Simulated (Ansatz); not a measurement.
# Ligand exchange: C2H4FI + ICl → C2H3FI2 + HCl

Species: C2H4FI `CC(F)I`, singlet; ICl (iodine monochloride), singlet; C2H3FI2 `FC(I)CI`, singlet; HCl (hydrogen chloride), singlet. The partners trade H for I: C–H and Cl–I bonds give way to C–I and Cl–H.

Shapes, held fixed at every level: PBE0-D4/def2-TZVP. Flexible molecules stand in one conformer, not always the lowest. Programs: Ansatz 0.2.0. The zero-point and thermal change to 298 K, harmonic and unscaled (PBE0-D4/def2-TZVP), is -7.5 kJ/mol.

```json
{"level": "r2SCAN-D4/def2-TZVPP", "kind": "meta-GGA", "ΔH(298 K) (kJ/mol)": "-31.8", "less CCSD(T)/def2-TZVPP": "+12.2"}
{"level": "r2SCAN0-D4/def2-TZVPP", "kind": "global hybrid", "ΔH(298 K) (kJ/mol)": "-33.3", "less CCSD(T)/def2-TZVPP": "+10.7"}
{"level": "wB97M-V/def2-TZVPP", "kind": "range-separated hybrid", "ΔH(298 K) (kJ/mol)": "-28.1", "less CCSD(T)/def2-TZVPP": "+15.9"}
{"level": "wB97X-V/def2-TZVPP", "kind": "range-separated hybrid", "ΔH(298 K) (kJ/mol)": "-28.1", "less CCSD(T)/def2-TZVPP": "+15.9"}
{"level": "CCSD/def2-SVP", "kind": "coupled cluster or CI", "ΔH(298 K) (kJ/mol)": "-42.2", "less CCSD(T)/def2-TZVPP": "+1.8"}
{"level": "CCSD/def2-TZVPP", "kind": "coupled cluster or CI", "ΔH(298 K) (kJ/mol)": "-40.8", "less CCSD(T)/def2-TZVPP": "+3.2"}
{"level": "CCSD(T)/def2-TZVPP", "kind": "coupled cluster or CI", "ΔH(298 K) (kJ/mol)": "-44.0", "less CCSD(T)/def2-TZVPP": "0.0"}
```

The highest level, CCSD(T)/def2-TZVPP, gives ΔH(298 K) = -44.0 kJ/mol; the levels span -44.0 to -28.1. The column of differences is taken from that level and isn't an error. No measured value is set beside it here. For atoms past krypton def2 sets carry core potentials with scalar relativity. Correlated rows may include outer-core shells of I, which these sets cover unevenly.
